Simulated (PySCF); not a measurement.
**`C[C@@H]1C[Si@@H]1C(F)(F)F`, C₄H₇F₃Si**

Molfile (atoms numbered from 1):
```
C4H7F3Si
     RDKit          3D

 15 15  0  0  0  0  0  0  0  0999 V2000
   -1.5775    0.7387    0.7102 C   0  0  0  0  0  0  0  0  0  0  0  0
   -0.9699    0.1644   -0.5491 C   0  0  2  0  0  0  0  0  0  0  0  0
   -0.5229   -1.3178   -0.5221 C   0  0  0  0  0  0  0  0  0  0  0  0
    0.8833   -0.1025   -0.7945 Si  0  0  2  0  0  4  0  0  0  0  0  0
    1.9585    0.2112    0.7912 C   0  0  0  0  0  0  0  0  0  0  0  0
    1.4489   -0.3438    1.9070 F   0  0  0  0  0  0  0  0  0  0  0  0
    3.2022   -0.2945    0.6527 F   0  0  0  0  0  0  0  0  0  0  0  0
    2.1265    1.5209    1.0699 F   0  0  0  0  0  0  0  0  0  0  0  0
   -0.9952    0.4639    1.5858 H   0  0  0  0  0  0  0  0  0  0  0  0
   -2.5906    0.3590    0.8410 H   0  0  0  0  0  0  0  0  0  0  0  0
   -1.6255    1.8240    0.6548 H   0  0  0  0  0  0  0  0  0  0  0  0
   -1.5400    0.4266   -1.4336 H   0  0  0  0  0  0  0  0  0  0  0  0
   -0.6267   -1.8184    0.4317 H   0  0  0  0  0  0  0  0  0  0  0  0
   -0.8720   -1.9339   -1.3376 H   0  0  0  0  0  0  0  0  0  0  0  0
    1.6965    0.1099   -1.9717 H   0  0  0  0  0  0  0  0  0  0  0  0
  1  2  1  0
  2  3  1  0
  3  4  1  0
  4  5  1  0
  5  6  1  0
  5  7  1  0
  5  8  1  0
  4  2  1  0
  1  9  1  0
  1 10  1  0
  1 11  1  0
  2 12  1  6
  3 13  1  0
  3 14  1  0
  4 15  1  6
M  END
```

Computed, not measured: TDDFT PBE0/def2-SVPD circular dichroism and optical rotation, one conformer, gas phase (PySCF). Geometry: GFN2-xTB.

States above about 7.2 eV (minus the energy of the highest occupied orbital) lie near or above the ionisation threshold and depend on the basis.

(1) Draw the ECD and absorption spectra from the lowest 16 states, each a Gaussian of half-width 0.35 eV at 1/e height.

Answers

(1) 
```tsv
E (eV)	λ (nm)	Δε (L mol⁻¹ cm⁻¹)	ε (L mol⁻¹ cm⁻¹)
5.72	217	+2.29	812
5.82	213	+4.25	1760
5.92	210	+6.14	3270
6.02	206	+6.17	5260
6.12	203	+2.04	7330
6.22	199	-7.38	8890
6.32	196	-20.38	9440
6.42	193	-32.46	8810
6.52	190	-38.74	7250
6.62	187	-36.92	5290
6.72	185	-28.43	3480
6.82	182	-17.09	2170
6.92	179	-6.65	1460
7.02	177	+0.82	1290
7.12	174	+5.16	1460
7.22	172	+7.28	1790
7.32	169	+8.30	2090
7.42	167	+9.10	2310
7.52	165	+10.33	2470
7.62	163	+12.72	2680
7.72	161	+17.16	3060
7.82	159	+24.39	3680
7.92	157	+34.41	4580
8.02	155	+46.00	5790
8.12	153	+56.85	7280
8.22	151	+63.93	8860
8.32	149	+64.26	10200
8.42	147	+56.11	10700
8.52	146	+40.45	10200
```
Δε uses R in velocity form, ε uses f in length form. Only the states computed contribute, so the short-wavelength end is incomplete.
